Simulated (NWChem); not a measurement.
Species: CH$_{2}$BrF; SMILES C(Br)F

```xyz
5

F      0.4033     1.9754     0.0000
C     -0.6197     1.0867     0.0000
Br     0.0719    -0.7624     0.0000
H     -1.2141     1.1932     0.9076
H     -1.2141     1.1932    -0.9076
```
Atoms are numbered in this order, from 1.

All runs: NWChem. Pople sets run with spherical d functions. Geometry: optimised at B3LYP/6-31G* (spherical d).

For level PBE/6-311G**:

```yaml
highest occupied level (eV): -6.87
orbital gap (eV): 5.43
```

Problem. Estimate the same quantities for level PBE/3-21G.

Solution. The highest occupied level (eV) is -6.40. The orbital gap (eV) is 5.58.
